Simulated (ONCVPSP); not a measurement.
Ranking ONCV potentials for Co

All share these settings but for the change named:

- Element: Co (Z = 27)
- Generator: ONCVPSP 4.0.1
- Type: optimised norm-conserving Vanderbilt (ONCV)
- Functional: PBE
- Relativity: scalar-relativistic
- Frozen core: [Ne]
- Valence charge: 17
- Reference configuration: 3s2 3p6 3d7.5 4s1.5
- Partial waves: 3s+4s: rc 1.05 bohr, ncon 4, nbas 8, qcut 13.5 1/bohr, 2 projectors; 3p: rc 1.20 bohr, ncon 5, nbas 9, qcut 13.8 1/bohr, 2 projectors, debl 4 Ha; 3d: rc 0.95 bohr, ncon 4, nbas 8, qcut 18 1/bohr, local
- Local potential: the d channel
- Core correction: none

Test errors are all-electron minus pseudo excitation energies from the reference, over 3s2 3p6 3d7 4s2; 3s2 3p6 3d7 4s1; 3s2 3p6 3d7 4s0; 3s2 3p6 3d7 4s1 4p1. None of these files shows a bound ghost.

The base gives 1.7 meV.

Of 9 variants that were run, those that failed, showed a ghost or another fault, or gave nearly equal values are left out.

A variant can come out equal or close to the base, since the largest error may sit in a test that the change hardly touches while other tests move.

**Question.** Rank these variants by their largest absolute test error, smallest first.
A. all radii scaled by about 0.89 (s 0.94, p 1.08, d 0.84 bohr)
B. all radii scaled by about 0.97 (s 1.02, p 1.16, d 0.92 bohr)
C. all radii scaled by about 1.13 (s 1.18, p 1.36, d 1.08 bohr)

**Answer.** A (1.1 meV), B (1.6 meV), C (2.4 meV).
